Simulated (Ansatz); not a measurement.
Molecule: KI (charge 0, singlet). SMILES: [K][I]
Coordinates optimised at B3LYP-D3(BJ)/def2-TZVP (Ansatz, a quantum-chemistry and plane-wave program):
```xyz
2

K      0.0000     0.0000    -2.2761
I      0.0000     0.0000     0.8160
```
Charge 0, spin multiplicity 1.

Property: size of the dipole moment, in D. Conventions: STO-3G and 3-21G all-electron and non-relativistic; LANL2DZ with its own core potentials from Na on; no spin-orbit coupling; def2 sets with scalar-relativistic core potentials past Kr. First-principles rows: single points at B3LYP-D3(BJ) geometries (Ansatz).

```tsv
level	program	size of the dipole moment (D)
B3LYP/STO-3G	Ansatz	8.70
B3LYP/3-21G	Ansatz	11.72
B3LYP/LANL2DZ	Ansatz	12.32
B3LYP/def2-SVP	Ansatz	10.91
```

No value to compare with is used here. The 4 habitual levels span 8.70 (B3LYP/STO-3G) to 12.32 D (B3LYP/LANL2DZ).

The sets are all those run for this method; runs whose electronic state is in doubt are left out.
